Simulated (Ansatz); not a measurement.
**Ligand exchange: ZnHBr + BH2(NH2) → ZnH(NH2) + BH2Br**

Gas-phase species: ZnHBr `[ZnH][Br]`, singlet; BH2(NH2), singlet; ZnH(NH2), singlet; BH2Br `BBr`, singlet. The partners trade Br for NH2: Zn–Br and B–NH2 bonds give way to Zn–NH2 and B–Br.

Shapes, held fixed at every level: PBE0-D4/def2-TZVP. Programs: Ansatz 0.2.0. Electronic energies: no zero-point or thermal term.

```tsv
level	kind	ΔE (kJ/mol)	CPU time (sum over the molecules)
HF/def2-SVP	Hartree–Fock	+241.8	–
HF/def2-TZVPP	Hartree–Fock	+228.6	–
SPW92/def2-TZVPP	LDA	+199.1	7.4 s
B3LYP-D4/def2-TZVPP	global hybrid	+203.7	23 s
BHLYP-D4/def2-TZVPP	global hybrid	+215.4	15 s
PBE0-D4/def2-TZVPP	global hybrid	+204.6	18 s
r2SCAN0-D4/def2-TZVPP	global hybrid	+208.3	32 s
wB97M-V/def2-TZVPP	range-separated hybrid	+204.9	54 s
```

wB97M-V/def2-TZVPP gives ΔE = +204.9 kJ/mol; the levels span +199.1 to +241.8. The median of the levels is +206.6. No measured value is set beside it here. Relativity is left out for Br, Zn. Times are processor times on shared x86 and Arm servers, and rough.
